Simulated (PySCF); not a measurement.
## Correlation energy of Ag(2+) (silver, charge +2)

[Kr] 4d8 5s1, high-spin 4F determinant (an excited configuration). Calculation: PySCF 2.14, in ANO-RCC-VTZP; the spin-free X2C one-electron Hamiltonian (Gaussian nucleus). Frozen: [Kr]; 9 electrons correlated.

| level | correlation energy (mhartree) |
| --- | --- |
| CCSD | -205.74 |
| (T) | -4.73 |
| CCSD(T) | -210.47 |

Diagnostics: T1 = 0.0065, D1 = 0.0212, largest double amplitude 0.015.

Question: Is a single reference adequate?

Answer: Yes, within this model without spin-orbit coupling: T1 lies below 0.03 and no double amplitude reaches 0.07.
